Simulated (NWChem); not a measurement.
System: C3H4F2O; SMILES FC1(F)CCO1

Input file for NWChem:

```
start job
memory heap 200 mb stack 900 mb global 1100 mb
geometry units angstroms noautosym nocenter noautoz
  F     -0.031552    -1.209870     1.083077
  C      0.005377    -0.396329     0.000000
  F     -0.031552    -1.209870    -1.083077
  C      1.087324     0.685242     0.000000
  C     -0.117792     1.647349     0.000000
  O     -1.043452     0.516886     0.000000
  H      1.705735     0.693249     0.898459
  H      1.705735     0.693249    -0.898459
  H     -0.246298     2.258285     0.897547
  H     -0.246298     2.258285    -0.897547
end
basis spherical
  * library 6-31g*
end
dft
  xc b3lyp
  iterations 150
end
cosmo
  do_cosmo_smd true
  solvent toluene
end
task dft energy
```

Geometry: optimised at B3LYP/6-31G* (spherical d). Solvent: toluene.

Level: B3LYP/6-31G* with SMD (1 M gas to 1 M solution), gas-phase geometry.

### Question
Give the results of this calculation. (B3LYP/6-31G* (spherical d), SMD on the gas-phase geometry.) Quantities: solvation free energy (kcal/mol); cavity-dispersion-structure term (kcal/mol); dipole in solution (D).

### Answer
- solvation free energy (kcal/mol): -3.5
- cavity-dispersion-structure term (kcal/mol): -0.8
- dipole in solution (D): 3.60
